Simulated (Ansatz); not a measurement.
System: CH$_{3}$Mg, charge 0, doublet. CH3Mg (SMILES [CH3][Mg], doublet).
B3LYP-D3(BJ)/def2-TZVP minimum from Ansatz (a program for electronic structure):
```
C
H 1 1.0928
H 1 1.0928 2 108.77
H 1 1.0928 2 108.77 3 -118.32
Mg 1 2.1296 2 110.16 3 120.84
```
Charge 0, spin multiplicity 2.

Wanted: atomisation energy (electronic, to ground-state atoms), in kcal/mol. Radicals and triplets start from unrestricted determinants; spin-orbit coupling is neglected. Correlated methods leave the cores frozen. No relativity. CBS(X,Y): correlation extrapolated as X^-3, Hartree-Fock from the larger set. A bracket is a step between two methods taken in the basis named. Double hybrids freeze cores in their MP2 part. Where a partner has so few electrons that a lower coupled-cluster level is exact, that level stands in. The spin of CH3Mg ([CH3][Mg], doublet) was assumed, and the state is the lowest solution found for it.

CCSD(T)/CBS(def2-TZVPP,def2-QZVPP) + [CCSDT(Q) - CCSD(T)]/def2-TZVPP + [CCSDTQ - CCSDT(Q)]/def2-SVP (Ansatz) gives 334.3 kcal/mol.

How far off this value is PBE/def2-TZVPD (Ansatz), in which direction, and how far these levels: r2SCAN/def2-TZVPD, B3LYP/def2-TZVPD, PBE0/def2-TZVPD, B2PLYP/def2-TZVPD, CCSD(T)/CBS(def2-TZVPP,def2-QZVPP)?

PBE gives 338.8 kcal/mol, 4.5 kcal/mol above it. Differences of the others: r2SCAN/def2-TZVPD (Ansatz) 5.3; B3LYP/def2-TZVPD (Ansatz) -1.1; PBE0/def2-TZVPD (Ansatz) 1.1; B2PLYP/def2-TZVPD (Ansatz) -4.2; CCSD(T)/CBS(def2-TZVPP,def2-QZVPP) (Ansatz) -0.2 kcal/mol.
